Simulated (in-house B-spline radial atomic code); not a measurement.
RPA and G0W0 for Pb2+, [Xe] 4f14 5d10 6s2, as one setting changes: the highest l of the empty states. Start: Hartree-Fock. A dash marks a level of low quasi-particle weight. Computed with a B-spline radial code for spherical atoms: all electrons, scalar-relativistic (spin-free one-electron X2C), finite nucleus, each spin shell either full or empty, empty states to the listed l with an (l + 1/2)⁻⁴ tail; G0W0 by contour deformation at full frequency.

Without the two-electron picture change, the correlation of inner shells comes somewhat too large for so heavy an element.

| highest l of the empty states | RPA summed (Eh) | RPA extrapolated (Eh) | G0W0 level (eV) |
| --- | --- | --- | --- |
| 5 | -5.8397 | -6.8678 | 6s -32.06 |
| 6 | -6.2203 | -6.8741 | 6s -32.05 |
| 7 | -6.4288 | -6.8549 | 6s -32.04 |
| 8 | ? | ? | ? |
| 9 | -6.6192 | -6.8111 | 6s -32.03 |
| 10 | ? | ? | ? |
| 11 | -6.6917 | -6.7872 | 6s -32.03 |

What belongs in the row for 8?

RPA summed (Eh): -6.5482; RPA extrapolated (Eh): -6.8314; G0W0 level (eV): 6s -32.04.

What belongs in the row for 10?

RPA summed (Eh): -6.6633; RPA extrapolated (Eh): -6.7971; G0W0 level (eV): 6s -32.03.
